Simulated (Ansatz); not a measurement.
Conformers of `C#CCCCCCCC`, each relaxed with PBE0-D4/def2-TZVP in Ansatz. CBS adds the triple-zeta coupled-cluster correction to the MP2 limit.

Not all of them had a frequency check.

Conformer A:

```xyz
25

C     1.541   -1.239   -4.169
C     1.247   -1.393   -3.015
C     0.861   -1.570   -1.626
C    -0.621   -1.283   -1.384
C    -1.056   -1.545    0.052
C    -0.335   -0.725    1.116
C    -0.477    0.780    0.953
C     0.169    1.565    2.081
C     0.031    3.069    1.915
H     1.807   -1.104   -5.190
H     1.480   -0.916   -1.003
H     1.093   -2.596   -1.317
H    -1.212   -1.908   -2.059
H    -0.832   -0.248   -1.667
H    -2.133   -1.352    0.126
H    -0.925   -2.610    0.275
H    -0.724   -1.013    2.099
H     0.730   -0.987    1.136
H    -1.542    1.039    0.893
H    -0.037    1.099    0.001
H     1.231    1.297    2.143
H    -0.275    1.257    3.035
H    -1.021    3.366    1.882
H     0.504    3.610    2.738
H     0.497    3.406    0.984
```

Conformer B:

Cartesian coordinates in Å:
```
C 0.433 -1.555 -2.785
C 0.426 -0.367 -2.609
C 0.396 1.067 -2.372
C -0.825 1.521 -1.565
C -0.989 0.813 -0.229
C 0.182 1.004 0.722
C -0.038 0.387 2.098
C -0.280 -1.119 2.099
C 0.843 -1.924 1.465
H 0.447 -2.606 -2.948
H 0.412 1.588 -3.334
H 1.317 1.356 -1.855
H -0.737 2.602 -1.406
H -1.722 1.363 -2.171
H -1.905 1.177 0.250
H -1.144 -0.254 -0.418
H 1.090 0.581 0.279
H 0.376 2.076 0.843
H 0.836 0.604 2.723
H -0.888 0.884 2.580
H -0.419 -1.444 3.136
H -1.222 -1.343 1.589
H 1.804 -1.699 1.937
H 0.666 -2.997 1.572
H 0.941 -1.714 0.397
```

Problem. Which is lowest in electronic energy at CCSD(T)/CBS (frozen core, def2 sets), and by how much? (Best estimate.)

Solution. Ansatz gave: B; A lies 1.0 kJ/mol higher. Gaps under about 2 kJ/mol don't settle the order.

Problem. Give the energies relative to B (kJ/mol) with PBE0-D4/def2-TZVPP, PBE/def2-TZVPP, r2SCAN/def2-TZVPP, B3LYP/def2-TZVPP, SCS-MP2/def2-TZVPP, HF/def2-QZVPP, HF/CBS(def2). (Best estimate.)

Solution. Computed: 
| level | A |
| --- | --- |
| PBE0-D4/def2-TZVPP | 1.1 |
| PBE/def2-TZVPP | -3.5 |
| r2SCAN/def2-TZVPP | -0.7 |
| B3LYP/def2-TZVPP | -5.8 |
| SCS-MP2/def2-TZVPP | 1.3 |
| HF/def2-QZVPP | -7.8 |
| HF/CBS(def2) | -7.8 |

B3LYP here is the variant with VWN-RPA as its local correlation; programs differ in this.
